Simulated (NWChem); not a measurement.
Species: hydrogen selenide (H2Se); SMILES [SeH2]

```xyz
3

Se     0.0000     0.0000     0.0580
H      1.0538     0.0000    -0.9857
H     -1.0538     0.0000    -0.9857
```
Atoms are numbered in this order, from 1.

STO-3G and 3-21G are far too small for this property and stand as cheap habits. Coordinates come from a PBE-D3(BJ)/def2-SVP optimisation.

Symmetry labels are those of C2v in the frame above (b1 and b2, or b-type labels, depend on it).

Task: List the 4 lowest vertical singlet excitations from Hartree-Fock/3-21G, CIS (NWChem).

Result: 
| state | energy (eV) | oscillator strength | symmetry | leading excitation (squared amplitude) |
|---|---|---|---|---|
| S1 | 5.92 | 0.000 | a2 | HOMO → LUMO (1.00) |
| S2 | 7.63 | 0.015 | b2 | HOMO → LUMO+1 (0.99) |
| S3 | 10.36 | 0.340 | b1 | HOMO−1 → LUMO (0.90) |
| S4 | 10.95 | 0.139 | a1 | HOMO−1 → LUMO+1 (0.81) |
